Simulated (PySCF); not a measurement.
C₆MoO₆, SMILES [O+]#[C-]->[Mo](<-[C-]#[O+])(<-[C-]#[O+])(<-[C-]#[O+])(<-[C-]#[O+])<-[C-]#[O+], multiplicity 1.

The structure is a stationary point at PBE0-D3(BJ)/def2-SVP. The spin state was assumed, not searched. The isomer is the one that the SMILES or the coordinates give; other isomers of the formula were not compared. The def2 effective core potentials stand for the cores of Mo; spin–orbit coupling is left out.

Level of theory: TDA-LC-ωPBE/def2-SVP in PySCF.

Vertical excitations; the highest root listed may be one member of a degenerate set.  State labels are in the subgroup D2h.

```tsv
state	symmetry	energy (eV)	λ (nm)	f	main pairs
S1	Au	4.02	308	0.000	HOMO−1→LUMO+1, HOMO−2→LUMO (degenerate set)
S2	Au	4.02	308	0.000	HOMO→LUMO+2, HOMO−2→LUMO (degenerate set)
S3	B3u	4.18	297	0.000	HOMO−2→LUMO+1, HOMO−1→LUMO (degenerate set)
S4	B1u	4.18	297	0.000	HOMO→LUMO+1, HOMO−1→LUMO+2 (degenerate set)
S5	B2u	4.18	297	0.000	HOMO→LUMO, HOMO−2→LUMO+2 (degenerate set)
S6	Au	4.20	295	0.000	HOMO→LUMO+2 33 %, HOMO−2→LUMO 33 %, HOMO−1→LUMO+1 33 %
S7	B1u	4.80	258	0.052	HOMO−1→LUMO+2, HOMO→LUMO+1, HOMO→LUMO+4, HOMO−1→LUMO+5 (degenerate set)
S8	B3u	4.80	258	0.052	HOMO−1→LUMO, HOMO−2→LUMO+1, HOMO−2→LUMO+4, HOMO−1→LUMO+3 (degenerate set)
S9	B2u	4.80	258	0.052	HOMO−2→LUMO+2, HOMO→LUMO, HOMO→LUMO+3, HOMO−2→LUMO+5 (degenerate set)
S10	Au	4.90	253	0.000	HOMO−1→LUMO+4 33 %, HOMO−2→LUMO+3 33 %, HOMO→LUMO+5 33 %
T1	Au	3.83	324	0	HOMO−1→LUMO+1 33 %, HOMO−2→LUMO 33 %, HOMO→LUMO+2 33 %
T2	B1u	3.88	320	0	HOMO→LUMO+1, HOMO−1→LUMO+2 (degenerate set)
T3	B3u	3.88	320	0	HOMO−2→LUMO+1, HOMO−1→LUMO (degenerate set)
T4	B2u	3.88	320	0	HOMO→LUMO, HOMO−2→LUMO+2 (degenerate set)
```
Triplets are in the Tamm–Dancoff approximation.
